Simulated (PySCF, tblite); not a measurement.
Isomers of C7H10NP. Level: GFN2-xTB in tblite, geometry and Hessian alike; calculated harmonic values, unscaled, isolated species. Against measured fundamentals such values can be off by several per cent, at times by over 20. One conformer each.

Electronic energies: PBE0/pcSseg-1 single points on the GFN2-xTB geometries (PySCF, gas phase).

| SMILES | electronic energy, lowest = 0 (kJ/mol) |
| --- | --- |
| Cn1ccpc1C1CC1 | 87.7 |
| Cc1cpcn1C1CC1 | 78.6 |
| CCc1cpcnc1C | 25.9 |
| CC(C)c1cnccp1 | 32.5 |
| Cc1cn(C2CC2)cp1 | 83.0 |
| C=Cc1cpcn1CC | 63.1 |
| CP(C)c1ccccn1 | 0.0 |

**Question.** How do GFN2-xTB zero-point energies change the relative energies?

**Answer.** 
| SMILES | ZPE (kJ/mol) | of it from modes above 1550 cm⁻¹ | electronic (kJ/mol) | with ZPE, lowest = 0 (kJ/mol) | lowest mode (cm⁻¹) | rings |
| --- | --- | --- | --- | --- | --- | --- |
| CP(C)c1ccccn1 | 393.7 | 200.2 | 0.0 | 0.0 | 31 | 1 |
| CCc1cpcnc1C | 402.0 | 180.5 | 25.9 | 34.3 | 76 | 1 |
| CC(C)c1cnccp1 | 402.2 | 180.5 | 32.5 | 41.1 | 41 | 1 |
| C=Cc1cpcn1CC | 401.6 | 193.1 | 63.1 | 71.0 | 49 | 1 |
| Cc1cpcn1C1CC1 | 404.3 | 183.7 | 78.6 | 89.2 | 68 | 2 |
| Cc1cn(C2CC2)cp1 | 403.1 | 183.4 | 83.0 | 92.5 | 15 | 2 |
| Cn1ccpc1C1CC1 | 404.3 | 183.1 | 87.7 | 98.4 | 9i | 2 |

The zero-point energies span 10.6 kJ/mol, from `CP(C)c1ccccn1` to `Cn1ccpc1C1CC1`. Slightly imaginary modes are left out of the zero-point energy: `Cn1ccpc1C1CC1` 9.4i cm⁻¹. The order is unchanged.

**Question.** And how do the electronic energies of GFN2-xTB itself compare?

**Answer.** `CP(C)c1ccccn1` 0.0; `CCc1cpcnc1C` 4.0; `CC(C)c1cnccp1` 18.9; `C=Cc1cpcn1CC` 25.7; `Cc1cpcn1C1CC1` 10.8; `Cc1cn(C2CC2)cp1` 18.7; `Cn1ccpc1C1CC1` 13.6 kJ/mol, lowest = 0. Against the energies above, taken from the same isomer `CP(C)c1ccccn1`, the largest difference is 74.1 kJ/mol.

**Question.** What do entropy and thermal enthalpy add at 298.15 K and 1 bar (rigid rotor, harmonic oscillator, one conformer each)?

**Answer.** 
```
       SMILES  point group  symmetry number  S (J/(mol K))  H − H(0) (kJ/mol)  ZPE + H − H(0) − TS (kJ/mol)
CP(C)c1ccccn1           C1                1          409.8              28.52                         300.0
  CCc1cpcnc1C           C1                1          398.2              27.39                         310.7
CC(C)c1cnccp1           Cs                1          400.3              27.36                         310.2
 C=Cc1cpcn1CC           C1                1          402.2              27.44                         309.1
Cc1cpcn1C1CC1           C1                1          388.9              25.97                         314.3
```

Not tabulated: `Cc1cn(C2CC2)cp1` (lowest mode only 15 cm⁻¹); `Cn1ccpc1C1CC1` (lowest mode only 9i cm⁻¹).
